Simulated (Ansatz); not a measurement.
The cluster HfAg₁₂, relaxed as a singlet with RKS r2SCAN-D4/def2-SVP in Ansatz, starting from the GFN1-xTB geometry. Force threshold 0.03 eV/Å.

In the def2 sets Ag, Hf take a core potential; there is no spin–orbit coupling. Single mean-field runs in def2-SVP are fitted with def2-universal-jkfit. The structure comes from a short search, and lower isomers may exist.

Start:

```xyz
13

Hf    0.014    0.137   -0.333
Ag   -0.868   -2.334    1.210
Ag    1.922   -1.716    1.151
Ag   -2.478    1.489   -0.773
Ag    0.484   -2.460   -1.308
Ag   -2.395   -0.001    1.539
Ag    0.196   -0.133    2.680
Ag   -0.594    2.290    1.375
Ag    2.184    1.201    1.131
Ag   -0.618    1.369   -2.807
Ag    1.739    2.073   -1.521
Ag   -2.225   -1.361   -1.093
Ag    2.640   -0.552   -1.250
```

```tsv
step	energy (eV)	largest force component (eV/Å)	SCF passes
1	-49324.9254	0.432	24
2	-49324.9502	0.599	30
3	-49325.0321	0.079	30
4	-49325.0559	0.063	33
5	-49325.0785	0.082	32
6	-49325.1022	0.139	32
7	-49325.1319	0.162	32
8	-49325.1718	0.191	31
9	-49325.2239	0.205	31
10	-49325.2773	0.165	31
11	-49325.3159	0.073	32
12 (rejected)	-49325.3102	0.223	32
13	-49325.3215	0.036	26
14	-49325.3234	0.008	26
```

Force components are those of the run's own axes.

End:

```xyz
13

Hf   -0.0314    0.0325   -0.4191
Ag   -0.8360   -2.2328    1.3679
Ag    1.8783   -1.6190    1.1708
Ag   -2.6743    0.8848   -1.3129
Ag    0.4901   -2.6859   -1.1113
Ag   -2.3303    0.1548    1.3339
Ag    0.1645    0.0636    2.5410
Ag   -0.4764    2.3584    1.1516
Ag    2.1795    1.1882    1.0050
Ag   -0.6540    2.6383   -1.6302
Ag    1.9102    1.8198   -1.6842
Ag   -2.1630   -1.7896   -1.0258
Ag    2.5427   -0.8133   -1.3870
```

Bonds formed: Ag8–Ag10 (atoms count from 1). Metal–metal contacts that move far: Ag4–Ag8 2.97 to 3.62 Å.

No frequencies were taken in this run, so the end may be a saddle point.

Run time 1.7 min (2 threads of AMD EPYC 7R13 on a shared host and a share (18 GiB) of an NVIDIA H100 80GB HBM3), peak host memory 1.1 GiB.
